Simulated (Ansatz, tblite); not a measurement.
Removing an electron: GeMe3(NHMe) (C₄H₁₃GeN). The state is a singlet with charge 0. Geometry: B3LYP-D4/def2-SVP. Ansatz, gas phase; energy differences of separate SCF runs; the oxidised species was run as a doublet alone.

```xyz
19

Ge    0.121   -0.088   -0.412
C     1.876    0.715   -0.054
H     1.852    1.793   -0.273
H     2.647    0.243   -0.684
H     2.168    0.580    0.999
C     0.163   -2.003    0.071
H     0.929   -2.534   -0.516
H    -0.812   -2.476   -0.125
H     0.400   -2.130    1.138
C    -0.397    0.129   -2.293
H    -1.379   -0.331   -2.486
H     0.340   -0.355   -2.952
H    -0.454    1.197   -2.554
N    -1.129    0.865    0.574
C    -1.081    0.887    2.024
H    -2.080    0.769    0.225
H    -1.391   -0.057    2.525
H    -0.055    1.104    2.364
H    -1.719    1.692    2.430
```

The xTB rows come from tblite.

```
            level  −HOMO (eV)  vertical IE (eV)  −LUMO (eV)  HOMO–LUMO gap (eV)
         GFN2-xTB        9.40             12.62        2.39                7.01
 PBE-D4/def2-TZVP        4.82              7.94       -0.01                4.82
PBE0-D4/def2-TZVP        6.18              8.12       -0.79                6.97
```

(1) Estimate the rows for GFN1-xTB, revPBE-D4/def2-TZVP.

Results:

(1) 
| level | −HOMO (eV) | vertical IE (eV) | −LUMO (eV) | HOMO–LUMO gap (eV) |
| --- | --- | --- | --- | --- |
| GFN1-xTB | 10.19 | 13.30 | 4.26 | 5.94 |
| revPBE-D4/def2-TZVP | 4.76 | 7.97 | -0.10 | 4.86 |

Relaxing the oxidised species (B3LYP-D4/def2-SVP) changes its energy by -0.42 eV at PBE-D4/def2-TZVP, so the adiabatic ionisation energy to this nearest minimum is 7.52 eV. At PBE0-D4/def2-TZVP it is 7.59 eV.   Raw xTB energy differences between charge states are shifted by several eV; the methods need an empirical correction for them.
